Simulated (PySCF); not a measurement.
## Correlation energy of Br (bromine, neutral)

[Ar] 3d10 4s2 4p5, 2P determinant. Calculation: PySCF 2.14, in x2c-TZVPall (6s5p4d1f, 48 functions); the spin-free X2C one-electron Hamiltonian (Gaussian nucleus). Frozen: [Ar] 3d10; 7 electrons correlated.

MP2 pair energies summed by pair of shells (mhartree):

```tsv
pair	energy	share (%)
4p-4p	-81.44	60.7
4s-4p	-44.56	33.2
4s-4s	-8.06	6.0
```

Total MP2 correlation energy: -134.06 mhartree.

Same-spin part -30.50 and opposite-spin part -103.57 mhartree; SCS-MP2 scales them by 1/3 and 6/5 to -134.45 mhartree.

```
  level  correlation energy (mhartree)
   CCSD                        -153.22
    (T)                          -4.49
CCSD(T)                        -157.71
```

Diagnostics: T1 = 0.0062, D1 = 0.0204, largest double amplitude 0.045.

Cost of the coupled-cluster step: 0.75 s of wall time on 1 thread of Neoverse-V1 (shared host), for 7 correlated electrons.
